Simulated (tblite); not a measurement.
C4H12OSi3.
Numbering: `[CH2:1]=[CH:2][SiH2:3][C:4]([SiH3:5])([SiH3:6])[CH:7]=[O:8]` (hydrogens: H9, H10 on C1; H11 on C2; H12, H13 on Si3; H14, H15, H16 on Si5; H17, H18, H19 on Si6; H20 on C7)

Cartesian coordinates in Å at the GFN2-xTB level; atoms count from 1:
```xyz
20
C4H12OSi3 angstrom
C      3.175   -0.152    0.410
C      2.067    0.539    0.203
Si     0.857    0.221   -1.208
C     -0.879   -0.039   -0.414
Si    -1.534    1.478    0.543
Si    -0.985   -1.607    0.673
C     -1.719   -0.243   -1.584
O     -1.278   -0.241   -2.713
H      3.453   -0.973   -0.232
H      3.859    0.060    1.219
H      1.845    1.357    0.878
H      1.269   -0.984   -1.926
H      0.825    1.409   -2.065
H     -0.788    1.614    1.794
H     -1.367    2.683   -0.270
H     -2.957    1.298    0.843
H     -0.168   -1.392    1.866
H     -0.498   -2.767   -0.075
H     -2.380   -1.844    1.059
H     -2.801   -0.408   -1.412
```

Computed with GFN2-xTB (tblite): harmonic, unscaled wavenumbers at the GFN2-xTB geometry, gas phase. The method is semi-empirical: single wavenumbers can be off by several per cent or more. Modes of hydrogen on silicon can be 10 to 20 % off. One conformer, not necessarily the lowest.

Harmonic wavenumbers (cm⁻¹): 25.3, 42.5, 92.1, 106.0, 126.4, 128.0, 145.2, 152.9, 167.0, 220.1, 299.6, 306.1, 410.1, 450.9, 499.4, 507.0, 511.1, 525.7, 538.9, 589.6, 632.6, 706.1, 731.2, 756.8, 766.2, 774.5, 781.9, 782.7, 799.9, 804.7, 806.7, 918.1, 921.8, 958.6, 1005.1, 1030.8, 1145.5, 1275.4, 1375.9, 1422.8, 1674.9, 1698.6, 2232.3, 2249.5, 2252.2, 2265.0, 2270.2, 2274.0, 2281.7, 2286.3, 2743.0, 3021.0, 3068.3, 3102.8.

A = 1327, B = 868.4, C = 813.7 MHz; mass 160.020 u (most abundant isotopes); point group C1, symmetry number 1.

Question: What is the zero-point energy?

Answer: Half the sum of the wavenumbers: 28830 cm⁻¹ = 82.43 kcal/mol.

Question: Give the ideal-gas entropy at 200 K and 1 bar in the rigid-rotor, harmonic-oscillator model (classical rotation).

Answer: Translation 39.16, rotation 29.03, vibration 30.89: S = 99.1 cal/(mol K).

Question: And Cp and H(200 K) − H(0)?

Answer: Cp = 38.48 cal/(mol K), of which vibrations give 30.53 (their classical limit is 54 R = 107.3); H(200 K) − H(0) = 4.80 kcal/mol without the zero-point energy, 3.21 from vibrations.

Question: What must be added to the electronic energy to get the Gibbs energy at 200 K and 1 bar?

Answer: ZPE + [H(200 K) − H(0)] − T·S = 82.43 + 4.80 − 19.82 = 67.41 kcal/mol.

Question: Blend soft modes into free rotors: weight 1/[1 + (100 cm⁻¹/ν̃)⁴] for the oscillator and the rest for a rotor with moment μB/(μ + B), μ = h/(8π²ν), B = 10⁻⁴⁴ kg m². What vibrational entropy results?

Answer: 28.18 cal/(mol K) in place of 30.89, which changes −T·S at 200 K by +0.54 kcal/mol.

Question: Which modes carry the vibrational entropy at 200 K?

Answer: 25.3 cm⁻¹: 5.38; 42.5 cm⁻¹: 4.35; 92.1 cm⁻¹: 2.84; 106.0 cm⁻¹: 2.57; 126.4 cm⁻¹: 2.24; 128.0 cm⁻¹: 2.22 cal/(mol K); the other 48 give 11.29 together.

Hindered rotation and anharmonicity are outside this model. Other conformers, if any are populated, would add a mixing term that is left out. The structure is chiral; the term R ln 2 for an equal mix with its mirror image is left out.
